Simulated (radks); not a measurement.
Spherical quantum dot in the effective-mass picture: electrons in a parabolic well V = omega^2 r^2 / 2 with omega = 0.584, all in effective atomic units (hartree* = m*/eps^2 hartree, bohr* = eps/m* bohr), one dielectric constant everywhere. Method: non-relativistic Kohn-Sham, r2SCAN, spin-polarised, spherical densities, generalised Kohn-Sham scheme; computed with a radial shooting solver with Libxc functionals. Levels are named by radial order and angular momentum (1s, 1p, 1d, 2s, ...), and open shells are averaged over m.

N = 3, configuration 1s2 1p(up 1, down 0). This is the lowest configuration that the search found. Occupied and some empty levels:

| level | occupation | eigenvalue (hartree*) | <r> (bohr*) |
|---|---|---|---|
| 1s up | 1 | 1.9831 | 1.702 |
| 1s down | 1 | 2.0485 | 1.666 |
| 1p up | 1 | 2.4584 | 2.146 |
| 1p down | 0 | 2.5248 | 2.127 |
| 1d up | 0 | 2.9931 | 2.496 |
| 1d down | 0 | 3.0528 | 2.470 |
| 2s up | 0 | 3.0802 | 2.265 |
| 2s down | 0 | 3.1067 | 2.225 |
| 1f up | 0 | 3.5650 | 2.807 |
| 1f down | 0 | 3.6274 | 2.751 |

Energy (hartree*): total 4.59824, kinetic 1.3081, external 1.9855, Hartree 2.1948, exchange-correlation -0.89011.
